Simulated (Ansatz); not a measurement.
A made-up structure of GeH2ClO (charge -1), closed shell:

```xyz
5
angstrom
O -0.3318 -0.5709 1.7096
Ge 0.1095 -0.1530 0.1521
Cl -0.6132 -1.6244 2.9877
H 0.0624 -1.2626 -0.9543
H 1.4529 0.6287 -0.0529
```

It is relaxed with PBE-D4/def2-SVPD and then PBE0-D4/def2-TZVPD (Ansatz 0.2.0). Atoms count as bonded within 1.22 times the sum of their covalent radii (H–H: 0.88 Å). The end point is not checked to be a true minimum.

Problem. Does its bonding change? (A judgement: the text doesn't fix the answer.)

Solution. The calculation gives: Yes. Formed: Ge2–Cl3; broken: O1–Cl3.

Where it ends: The first stage lowers the energy by 4.56 eV in 18 steps. It ends as GeH₂ClO ([O][GeH2][Cl]), total charge -1:
O1  (-1.272, 0.576, 0.830)
Ge2  (0.050, -0.426, 0.619)
Cl3  (0.424, -1.878, 2.357)
H4  (0.002, -1.482, -0.538)
H5  (1.475, 0.228, 0.574)
(Å)

Labels in which every atom is bracketed show which atoms are joined, not bond orders.

For scale, one of the runs: PBE0-D4/def2-TZVPD relaxation, 158 basis functions, launched by `ansatz run in.yaml --threads 2 --pin off --events-out ev --progress --plain --max-ram 4352MiB`. Hardware: 2 CPU threads of an Arm Neoverse V2, shared host. Wall time about 25 s.
